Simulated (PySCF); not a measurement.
H6S. Atoms are numbered in the order given.

```xyz
7

S      0.0000     0.0000     0.0000
H      0.0000     1.4063     0.0000
H      0.0000    -1.4063     0.0000
H     -1.4063     0.0000     0.0000
H      1.4063     0.0000     0.0000
H      0.0000     0.0000     1.4063
H      0.0000     0.0000    -1.4063
```

The structure is a stationary point at ωB97X-D3(BJ)/def2-TZVP.

These are TDDFT-B3LYP/def2-TZVPD (PySCF) values and carry that method's errors.

Vertical excitations; the highest root listed may be one member of a degenerate set. The molecule is in vacuum. State labels are in the subgroup D2h.

Give excitation energies, oscillator strengths and character. (Estimate from the structure and the level; the computed values follow.)


| state | symmetry | energy (eV) | λ (nm) | f | main pairs |
|---|---|---|---|---|---|
| S1 | Ag | 4.34 | 286 | 0.000 | HOMO→LUMO (degenerate set) |
| S2 | Ag | 4.34 | 286 | 0.000 | HOMO−1→LUMO (degenerate set) |
| S3 | B3u | 6.28 | 198 | 0.000 | HOMO→LUMO+3 (degenerate set) |
| S4 | B2u | 6.28 | 198 | 0.000 | HOMO−1→LUMO+2, HOMO→LUMO+2 (degenerate set) |
| S5 | B1u | 6.28 | 198 | 0.000 | HOMO−1→LUMO+1, HOMO→LUMO+1 (degenerate set) |
| S6 | B1u | 6.33 | 196 | 0.138 | HOMO→LUMO+1, HOMO−1→LUMO+1 (degenerate set) |
| S7 | B2u | 6.33 | 196 | 0.138 | HOMO→LUMO+2, HOMO−1→LUMO+2 (degenerate set) |
| S8 | B3u | 6.33 | 196 | 0.138 | HOMO−1→LUMO+3 (degenerate set) |
| S9 | B3g | 7.43 | 167 | 0.000 | HOMO→LUMO+6 (degenerate set) |
| S10 | B2g | 7.43 | 167 | 0.000 | HOMO−1→LUMO+5, HOMO→LUMO+5 (degenerate set) |
| T1 | Ag | 3.62 | 342 | 0 | HOMO→LUMO (degenerate set) |
| T2 | Ag | 3.62 | 342 | 0 | HOMO−1→LUMO (degenerate set) |
| T3 | B2u | 6.02 | 206 | 0 | HOMO→LUMO+2, HOMO−1→LUMO+2 (degenerate set) |
| T4 | B1u | 6.02 | 206 | 0 | HOMO→LUMO+1, HOMO−1→LUMO+1 (degenerate set) |
Triplets are in the Tamm–Dancoff approximation, which puts them higher than full response would, so one can lie above its singlet here.
